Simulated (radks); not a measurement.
Results of a calculation; reference values are marked as such.
All-electron atom: the mercury ion Hg2+ in [Xe] 4f14 5d10. Code: a radial shooting solver on a logarithmic mesh with Libxc functionals. Model: non-relativistic Kohn-Sham, PBEsol, spin-polarised, spherical densities, point nucleus; relativity is left out, which matters for an element this heavy.

Normalised radial functions P(r) = r R(r), r in bohr:

| r | 5p | 5d |
|---|---|---|
| 0.0009937 | 0.0010 | 0.0000 |
| 0.001555 | 0.0025 | 0.0000 |
| 0.002454 | 0.0060 | 0.0001 |
| 0.003841 | 0.0138 | 0.0002 |
| 0.00606 | 0.0314 | 0.0008 |
| 0.009485 | 0.0669 | 0.0029 |
| 0.01496 | 0.1323 | 0.0098 |
| 0.02361 | 0.2259 | 0.0307 |
| 0.03695 | 0.2936 | 0.0833 |
| 0.0583 | 0.1970 | 0.1881 |
| 0.09126 | -0.1559 | 0.2997 |
| 0.144 | -0.4161 | 0.2296 |
| 0.2254 | 0.0614 | -0.1704 |
| 0.3556 | 0.6152 | -0.4580 |
| 0.561 | -0.1665 | 0.0373 |
| 0.878 | -1.0999 | 0.7835 |
| 1.385 | -0.7915 | 0.8739 |
| 2.168 | -0.2018 | 0.4628 |
| 3.421 | -0.0149 | 0.1175 |
| 5.354 | -0.0002 | 0.0110 |
| 8.448 | 0.0000 | 0.0002 |

5p: eigenvalue -79.068 eV, 3 radial nodes at r = 0.0770, 0.218, 0.528 bohr, <r> = 1.08 bohr, 90 % of the charge inside 1.57 bohr. 5d: eigenvalue -29.610 eV, 2 radial nodes at r = 0.192, 0.549 bohr, <r> = 1.42 bohr, 90 % of the charge inside 2.17 bohr.
